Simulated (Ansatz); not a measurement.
Breaking the Be1–H2 bond in CH4Be (SMILES [BeH][CH3]) (multiplicity 1 held, fragments rigid). Energies count from the point at 1.332 Å.
Geometry at that point (charge 0, multiplicity 1):
```tsv
atom	x (Å)	y (Å)	z (Å)
Be	-0.9385	-0.4948	-0.1342
H	-2.1072	-1.1109	-0.3012
C	0.5312	0.2800	0.0759
H	1.0155	-0.0062	1.0158
H	0.4218	1.3697	0.0949
H	1.2371	0.0463	-0.7283
```

Signs of static correlation in aug-cc-pVDZ, with CASSCF(2,2), from Ansatz (a first-principles code) runs.

| R (Å) | T1 of restricted CCSD | ⟨S²⟩ of UHF | largest double amplitude of restricted CCSD | weight of the CASSCF reference in MRCISD | CASSCF natural occupations |
|---|---|---|---|---|---|
| 1.065 | 0.008 | 0.000 | 0.024 | 0.921 | 1.99 0.01 |
| 1.199 | 0.008 | 0.000 | 0.026 | 0.921 | 1.99 0.01 |
| 1.332 | 0.009 | 0.000 | 0.027 | 0.921 | 1.98 0.02 |
| 1.465 | 0.009 | 0.000 | 0.025 | 0.921 | 1.98 0.02 |
| 1.598 | 0.009 | 0.000 | 0.024 | 0.922 | 1.97 0.03 |
| 1.798 | 0.010 | 0.000 | [?] | 0.922 | 1.95 0.05 |
| 1.998 | 0.012 | 0.000 | [?] | 0.922 | 1.92 0.08 |
| 2.330 | 0.018 | 0.402 | 0.106 | 0.923 | 1.86 0.14 |
| 2.663 | 0.029 | 0.725 | 0.110 | 0.924 | 1.76 0.24 |
| 3.063 | 0.049 | 0.893 | 0.335 | 0.924 | 1.59 0.41 |
| 3.596 | 0.082 | 0.971 | 0.588 | 0.925 | 1.36 0.64 |
| 4.261 | 0.118 | 0.995 | 0.845 | 0.925 | 1.17 0.83 |

Q: Complete the blanks.

A: 
- 1.798, largest double amplitude of restricted CCSD: 0.040
- 1.998, largest double amplitude of restricted CCSD: 0.052

Doubts at one or more of the structures used: a restricted determinant that unrestricted orbitals would lower (R-CCSD(T)/aug-cc-pVDZ); other coupled-cluster roots lie near (R-CCSD(T)/aug-cc-pVDZ); T1 above 0.05 (R-CCSD(T)/aug-cc-pVDZ, U-CCSD(T)/aug-cc-pVDZ); a spin-contaminated determinant (U-CCSD(T)/aug-cc-pVDZ).
